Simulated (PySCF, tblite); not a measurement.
Isomers of C4H5F2O (doublet state), one GFN2-xTB conformer each. Single-point energies are computed at B3LYP/pcH-1 (PySCF, gas phase, no added dispersion term), electronic only. GFN2-xTB treats the open shell by occupation alone, and not every SCF solution was tested for stability.

| SMILES | GFN2-xTB relative energy (kcal/mol) |
| --- | --- |
| [CH2]/C=C\OC(F)F | 0.0 |
| F[CH][C@@H]1OC[C@H]1F | 16.3 |

Conformers: `[CH2:1]/[CH:2]=[CH:3]\[O:4][CH:5]([F:6])[F:7]` (doublet state) with H–C1–C2–C3 180° and 0°, C2–C3–O4–C5 171°, C3–O4–C5–F6 159°; `[F:1][CH:2][C@@H:3]1[O:4][CH2:5][C@H:6]1[F:7]` (doublet state) with F1–C2–C3–O4 -135°, C2–C3–O4–C5 -129°, C3–O4–C5–C6 8°, O4–C5–C6–F7 -123°, C2–C3–C6–C5 124°.

**Question.** What does B3LYP/pcH-1 give for the same structures?

**Answer.** 
```csv
SMILES,B3LYP/pcH-1 E (Eh),B3LYP/pcH-1 (kcal/mol),GFN2-xTB (kcal/mol),point group
[CH2]/C=C\OC(F)F,-430.30481,0.0,0.0,C1
F[CH][C@@H]1OC[C@H]1F,-430.24942,34.8,16.3,C1
```

Both levels put the same isomer lowest. As drawn, the lower has two fluorines on one carbon, which the higher lacks; the higher has a four-membered ring, which the lower lacks.

**Question.** What happens when harmonic zero-point energies from GFN2-xTB frequencies are added?

**Answer.** 
| SMILES | ZPE (kcal/mol) | electronic (kcal/mol) | with ZPE (kcal/mol) |
| --- | --- | --- | --- |
| [CH2]/C=C\OC(F)F | 51.0 | 0.0 | 0.0 |
| F[CH][C@@H]1OC[C@H]1F | 51.8 | 34.8 | 35.5 |

The zero-point energies span 0.8 kcal/mol. The order is unchanged.
